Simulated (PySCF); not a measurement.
Polarisability and C₆ of Re⁺ (rhenium, charge +1)

[Xe] 4f14 5d5 6s1, high-spin 7S determinant. Calculation: PySCF 2.14, in x2c-TZVPPall with one added diffuse shell each of s, p, d, f type (12s8p8d4f1g, 113 functions); the spin-free X2C one-electron Hamiltonian (Gaussian nucleus). Coupled (time-dependent) response in atomic units; α is the mean over directions.

| method | mean α (bohr³) | C₆ (like pair) | S(−4) |
| --- | --- | --- | --- |
| PBE | 30.31 | 257.4 | 345.1 |

S(−4) is the Cauchy moment in α(ω) = α(0) + S(−4) ω² + …

α(iu) at PBE:

| u (hartree) | α(iu) (bohr³) |
| --- | --- |
| 0 | 30.31 |
| 0.0500 | 29.48 |
| 0.100 | 27.31 |
| 0.200 | 21.65 |
| 0.300 | 16.84 |
| 0.500 | 11.02 |
| 0.750 | 7.419 |
| 1.00 | 5.452 |
| 1.50 | 3.382 |
| 2.00 | 2.323 |
| 3.00 | 1.294 |
| 5.00 | 0.5664 |

A single London oscillator, α(iu) = α/(1 + u²/ω²), gives C₆ = (3/4) ω α². Matching the computed C₆ needs ω = 4 × 257.4 / (3 × 30.31²) = 0.374 hartree.

For an ion, C₆ is the dispersion term alone; charge-induced terms of lower order in 1/R come first.

Spin-orbit coupling, which splits the p, d and f shells strongly at this Z, is absent.
